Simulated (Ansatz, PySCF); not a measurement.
hexafluorobutadiene (C4F6), SMILES FC(F)=C(F)C(F)=C(F)F. Atoms are numbered in the order given.

```xyz
10

F     -1.3282     2.1962     0.0000
C     -0.0606     1.8661     0.0000
F      0.7289     2.9135     0.0000
C      0.4050     0.6113     0.0000
F      1.7314     0.4322     0.0000
C     -0.4050    -0.6113     0.0000
F     -1.7314    -0.4322     0.0000
C      0.0606    -1.8661     0.0000
F      1.3282    -2.1962     0.0000
F     -0.7289    -2.9135     0.0000
```

Coordinates come from a ωB97X-D3(BJ)/def2-SVP optimisation. The values are those of a single conformer.

Two levels are set side by side: PBE-D3(BJ)/def2-SVP (Ansatz, a first-principles code) and ωB97X-D3(BJ)/def2-SVP (PySCF). Each level has its own optimised geometry; the coordinates shown are those of the second. Differences are taken from unrounded values.

```
quantity              ωB97X-D3(BJ)
--------------------  ------------
mean bond length (Å)         1.340
bond F1–C2 (Å)               1.310
bond C2–F3 (Å)               1.312
bond C2–C4 (Å)               1.338
bond C4–F5 (Å)               1.338
bond C4–C6 (Å)               1.467
bond C6–F7 (Å)               1.338
bond C6–C8 (Å)               1.338
bond C8–F9 (Å)               1.310
bond C8–F10 (Å)              1.312
```

Task: What does PBE-D3(BJ) give, and how far is it from ωB97X-D3(BJ)? (Estimate from the structure and the level; the computed values follow.)

Result: 
```csv
quantity,PBE-D3(BJ),PBE-D3(BJ) minus ωB97X-D3(BJ)
mean bond length (Å),1.350,0.009
bond F1–C2 (Å),1.319,0.009
bond C2–F3 (Å),1.321,0.010
bond C2–C4 (Å),1.359,0.020
bond C4–F5 (Å),1.347,0.008
bond C4–C6 (Å),1.455,-0.012
bond C6–F7 (Å),1.347,0.008
bond C6–C8 (Å),1.359,0.020
bond C8–F9 (Å),1.319,0.009
bond C8–F10 (Å),1.321,0.010
```

Exact exchange shortens and stiffens bonds; PBE has none. Differences between two approximate levels are no errors against the true value.
